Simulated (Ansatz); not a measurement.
Method: B3LYP-D3(BJ)/def2-TZVP (Ansatz, an electronic-structure program). No frequencies were computed at this level.

Ansatz 0.2 input:
```yaml
crystal:
  periodic: [false, false, false]
  atoms:
    - { symbol: C, position_ang: [-0.787972, 0.059161, 0.002691] }
    - { symbol: O, position_ang: [0.317435, -0.856593, -0.295418] }
    - { symbol: C, position_ang: [1.528213, -0.493312, -0.13635] }
    - { symbol: O, position_ang: [2.088147, 0.501992, 0.221762] }
    - { symbol: H, position_ang: [-1.471798, 0.011482, -0.840968] }
    - { symbol: H, position_ang: [-0.399852, 1.067382, 0.136888] }
    - { symbol: H, position_ang: [-1.274175, -0.290112, 0.911396] }
basis:
  gaussian: { orbitals: def2-tzvp }
hamiltonian:
  xc: b3lyp
  dispersion: d3bj
relax:
  max_steps: 150
magnetization:
  spin_polarized: true
  initial_magnetization: 1
```

Output:

```
Functional definition: B3LYP
794 factors; their error is unknown
mean field evaluation 1: about -6212.0171 eV, gradient 4.0e1 eV
mean field evaluation 2: about -6203.3871 eV, gradient 6.4e1 eV
mean field evaluation 4: about -6217.6141 eV, gradient 4.5e0 eV
mean field evaluation 8: about -6217.6861 eV, gradient 1.2e-1 eV
mean field evaluation 16: about -6217.6897 eV, gradient 1.9e-4 eV
mean field -6217.68973567 eV, -228.4958832843 hartree, gradient 7.5e-5 eV, S^2 0.753351; 0 other end points of the search recorded, 0 dependent functions left out
reference -6217.68994801 eV, -228.4958910878 hartree; 16, 15 occupied and 126, 127 virtual orbitals, 794 factors
relax step   1: F+E_penalty+E_count = -6217.84976808 eV  Δ(F+E_penalty+E_count) = +0.000e0 eV  max|allowed force component| = 1.946e0 eV/Å  Δτ_max = 0.0000 Å  (31 SCF iters, accepted)
these checks for a lower state are left out or cut short: starts, cluster_reference, orbital_swaps, neighbouring_geometries, increment
794 factors; their error is unknown
mean field -6217.72159987 eV, -228.4970542723 hartree, gradient 1.9e-5 eV, S^2 0.753338; 0 other end points of the search recorded, 0 dependent functions left out
reference -6217.72181116 eV, -228.4970620368 hartree; 16, 15 occupied and 126, 127 virtual orbitals, 794 factors
relax step   2: F+E_penalty+E_count = -6217.88223709 eV  Δ(F+E_penalty+E_count) = -3.247e-2 eV  max|allowed force component| = 1.062e0 eV/Å  Δτ_max = 0.0351 Å  (35 SCF iters, accepted)
these checks for a lower state are left out or cut short: starts, cluster_reference, orbital_swaps, neighbouring_geometries, increment
794 factors; their error is unknown
mean field evaluation 32: about -6217.7383 eV, gradient 1.5e-5 eV
mean field -6217.73828134 eV, -228.4976673050 hartree, gradient 1.5e-5 eV, S^2 0.753375; 0 other end points of the search recorded, 0 dependent functions left out
reference -6217.73849092 eV, -228.4976750068 hartree; 16, 15 occupied and 126, 127 virtual orbitals, 794 factors
relax step   3: F+E_penalty+E_count = -6217.90004095 eV  Δ(F+E_penalty+E_count) = -1.780e-2 eV  max|allowed force component| = 2.912e-1 eV/Å  Δτ_max = 0.0658 Å  (37 SCF iters, accepted)
these checks for a lower state are left out or cut short: starts, cluster_reference, orbital_swaps, neighbouring_geometries, increment
794 factors; their error is unknown
mean field -6217.73890549 eV, -228.4976902418 hartree, gradient 2.7e-5 eV, S^2 0.753330; 0 other end points of the search recorded, 0 dependent functions left out
reference -6217.73911521 eV, -228.4976979490 hartree; 16, 15 occupied and 126, 127 virtual orbitals, 794 factors
relax step   4: F+E_penalty+E_count = -6217.90072572 eV  Δ(F+E_penalty+E_count) = -6.848e-4 eV  max|allowed force component| = 2.656e-1 eV/Å  Δτ_max = 0.0151 Å  (36 SCF iters, accepted)
these checks for a lower state are left out or cut short: starts, cluster_reference, orbital_swaps, neighbouring_geometries, increment
794 factors; their error is unknown
mean field -6217.73995586 eV, -228.4977288423 hartree, gradient 1.2e-5 eV, S^2 0.753348; 0 other end points of the search recorded, 0 dependent functions left out
reference -6217.74016568 eV, -228.4977365532 hartree; 16, 15 occupied and 126, 127 virtual orbitals, 794 factors
relax step   5: F+E_penalty+E_count = -6217.90170153 eV  Δ(F+E_penalty+E_count) = -9.758e-4 eV  max|allowed force component| = 4.570e-2 eV/Å  Δτ_max = 0.0114 Å  (36 SCF iters, accepted)
these checks for a lower state are left out or cut short: starts, cluster_reference, orbital_swaps, neighbouring_geometries, increment
794 factors; their error is unknown
mean field -6217.74118082 eV, -228.4977738587 hartree, gradient 2.3e-5 eV, S^2 0.753366; 0 other end points of the search recorded, 0 dependent functions left out
reference -6217.74139089 eV, -228.4977815787 hartree; 16, 15 occupied and 126, 127 virtual orbitals, 794 factors
relax step   6: F+E_penalty+E_count = -6217.90295087 eV  Δ(F+E_penalty+E_count) = -1.249e-3 eV  max|allowed force component| = 1.791e-1 eV/Å  Δτ_max = 0.0381 Å  (35 SCF iters, accepted)
these checks for a lower state are left out or cut short: starts, cluster_reference, orbital_swaps, neighbouring_geometries, increment
794 factors; their error is unknown
mean field -6217.74175791 eV, -228.4977950664 hartree, gradient 2.5e-5 eV, S^2 0.753399; 0 other end points of the search recorded, 0 dependent functions left out
reference -6217.74196823 eV, -228.4978027957 hartree; 16, 15 occupied and 126, 127 virtual orbitals, 794 factors
relax step   7: F+E_penalty+E_count = -6217.90365348 eV  Δ(F+E_penalty+E_count) = -7.026e-4 eV  max|allowed force component| = 5.397e-1 eV/Å  Δτ_max = 0.0761 Å  (34 SCF iters, accepted)
these checks for a lower state are left out or cut short: starts, cluster_reference, orbital_swaps, neighbouring_geometries, increment
794 factors; their error is unknown
mean field evaluation 64: about -6217.7506 eV, gradient 4.7e-3 eV
mean field -6217.75301651 eV, -228.4982088124 hartree, gradient 2.5e-5 eV, S^2 0.753348; 0 other end points of the search recorded, 0 dependent functions left out
reference -6217.75322648 eV, -228.4982165288 hartree; 16, 15 occupied and 126, 127 virtual orbitals, 794 factors
relax step   8: F+E_penalty+E_count = -6217.91563781 eV  Δ(F+E_penalty+E_count) = -1.198e-2 eV  max|allowed force component| = 7.176e-2 eV/Å  Δτ_max = 0.1599 Å  (40 SCF iters, accepted)
these checks for a lower state are left out or cut short: starts, cluster_reference, orbital_swaps, neighbouring_geometries, increment
794 factors; their error is unknown
mean field -6217.75728002 eV, -228.4983654935 hartree, gradient 1.2e-5 eV, S^2 0.753348; 0 other end points of the search recorded, 0 dependent functions left out
reference -6217.75749049 eV, -228.4983732281 hartree; 16, 15 occupied and 126, 127 virtual orbitals, 794 factors
relax step   9: F+E_penalty+E_count = -6217.92055592 eV  Δ(F+E_penalty+E_count) = -4.918e-3 eV  max|allowed force component| = 8.067e-2 eV/Å  Δτ_max = 0.1130 Å  (40 SCF iters, accepted)
these checks for a lower state are left out or cut short: starts, cluster_reference, orbital_swaps, neighbouring_geometries, increment
794 factors; their error is unknown
mean field -6217.71460191 eV, -228.4967971020 hartree, gradient 1.4e-5 eV, S^2 0.753536; 0 other end points of the search recorded, 0 dependent functions left out
reference -6217.71481230 eV, -228.4968048334 hartree; 16, 15 occupied and 126, 127 virtual orbitals, 794 factors
relax step  10: F+E_penalty+E_count = -6217.87810940 eV  Δ(F+E_penalty+E_count) = +4.245e-2 eV  max|allowed force component| = 1.663e0 eV/Å  Δτ_max = 0.1955 Å  (42 SCF iters, rejected (line search))
these checks for a lower state are left out or cut short: starts, cluster_reference, orbital_swaps, neighbouring_geometries, increment
794 factors; their error is unknown
mean field -6217.75929659 eV, -228.4984396009 hartree, gradient 1.6e-5 eV, S^2 0.753341; 0 other end points of the search recorded, 0 dependent functions left out
reference -6217.75950719 eV, -228.4984473405 hartree; 16, 15 occupied and 126, 127 virtual orbitals, 794 factors
relax step  11: F+E_penalty+E_count = -6217.92261755 eV  Δ(F+E_penalty+E_count) = -2.062e-3 eV  max|allowed force component| = 2.681e-2 eV/Å  Δτ_max = 0.0625 Å  (36 SCF iters, accepted)
these checks for a lower state are left out or cut short: starts, cluster_reference, orbital_swaps, neighbouring_geometries, increment
794 factors; their error is unknown
mean field evaluation 96: about -6217.7588 eV, gradient 1.0e-3 eV
mean field -6217.75878798 eV, -228.4984209101 hartree, gradient 2.6e-5 eV, S^2 0.753365; 0 other end points of the search recorded, 0 dependent functions left out
reference -6217.75899859 eV, -228.4984286497 hartree; 16, 15 occupied and 126, 127 virtual orbitals, 794 factors
relax step  12: F+E_penalty+E_count = -6217.92214267 eV  Δ(F+E_penalty+E_count) = +4.749e-4 eV  max|allowed force component| = 2.510e-1 eV/Å  Δτ_max = 0.0762 Å  (34 SCF iters, rejected (line search))
these checks for a lower state are left out or cut short: starts, cluster_reference, orbital_swaps, neighbouring_geometries, increment
794 factors; their error is unknown
mean field -6217.75931694 eV, -228.4984403488 hartree, gradient 1.5e-5 eV, S^2 0.753362; 0 other end points of the search recorded, 0 dependent functions left out
reference -6217.75952715 eV, -228.4984480741 hartree; 16, 15 occupied and 126, 127 virtual orbitals, 794 factors
relax step  13: F+E_penalty+E_count = -6217.92279362 eV  Δ(F+E_penalty+E_count) = -1.761e-4 eV  max|allowed force component| = 9.985e-2 eV/Å  Δτ_max = 0.0381 Å  (36 SCF iters, accepted)
these checks for a lower state are left out or cut short: starts, cluster_reference, orbital_swaps, neighbouring_geometries, increment
794 factors; their error is unknown
mean field -6217.75982002 eV, -228.4984588367 hartree, gradient 2.4e-5 eV, S^2 0.753348; 0 other end points of the search recorded, 0 dependent functions left out
reference -6217.76003045 eV, -228.4984665699 hartree; 16, 15 occupied and 126, 127 virtual orbitals, 794 factors
relax step  14: F+E_penalty+E_count = -6217.92326941 eV  Δ(F+E_penalty+E_count) = -4.758e-4 eV  max|allowed force component| = 2.601e-2 eV/Å  Δτ_max = 0.0168 Å  (35 SCF iters, accepted)
these checks for a lower state are left out or cut short: starts, cluster_reference, orbital_swaps, neighbouring_geometries, increment
794 factors; their error is unknown
mean field -6217.75995450 eV, -228.4984637788 hartree, gradient 2.7e-5 eV, S^2 0.753344; 0 other end points of the search recorded, 0 dependent functions left out
reference -6217.76016499 eV, -228.4984715140 hartree; 16, 15 occupied and 126, 127 virtual orbitals, 794 factors
relax step  15: F+E_penalty+E_count = -6217.92337015 eV  Δ(F+E_penalty+E_count) = -1.007e-4 eV  max|allowed force component| = 4.721e-3 eV/Å  Δτ_max = 0.0096 Å  (34 SCF iters, accepted)
these checks for a lower state are left out or cut short: starts, cluster_reference, orbital_swaps, neighbouring_geometries, increment
794 factors; their error is unknown
mean field -6217.75997992 eV, -228.4984647129 hartree, gradient 2.6e-5 eV, S^2 0.753345; 0 other end points of the search recorded, 0 dependent functions left out
reference -6217.76019041 eV, -228.4984724484 hartree; 16, 15 occupied and 126, 127 virtual orbitals, 794 factors
relax step  16: F+E_penalty+E_count = -6217.92338899 eV  Δ(F+E_penalty+E_count) = -1.883e-5 eV  max|allowed force component| = 6.937e-3 eV/Å  Δτ_max = 0.0117 Å  (36 SCF iters, accepted)
794 factors; their error is unknown
mean field evaluation 128: about -6217.7581 eV, gradient 2.7e-1 eV
mean field -6217.75997992 eV, -228.4984647129 hartree, gradient 1.1e-5 eV, S^2 0.753345; 1 other end points of the search recorded, 0 dependent functions left out
reference -6217.76019041 eV, -228.4984724484 hartree; 16, 15 occupied and 126, 127 virtual orbitals, 794 factors
Total energy: -6217.92359948 eV, -228.5044776210 hartree
Atom 0 at    -0.749740     0.100737    -0.066411 Å, force     0.001504    -0.001817    -0.000025 eV/Å
Atom 1 at     0.332818    -0.689240    -0.655806 Å, force    -0.001501     0.002177    -0.001570 eV/Å
Atom 2 at     1.530152    -0.484886    -0.162011 Å, force     0.002613     0.003034     0.006937 eV/Å
Atom 3 at     1.904831     0.241251     0.697798 Å, force    -0.001950    -0.003452    -0.005645 eV/Å
Atom 4 at    -1.646343    -0.202336    -0.596543 Å, force    -0.000500     0.000225     0.000026 eV/Å
Atom 5 at    -0.545986     1.159639    -0.212323 Å, force     0.000231    -0.000182    -0.000468 eV/Å
Atom 6 at    -0.825735    -0.125164     0.995298 Å, force    -0.000396     0.000016     0.000745 eV/Å
Dipole moment:    -0.564837     0.070410    -0.055995 e Å
```

Cost: around 90 core-seconds (rough).
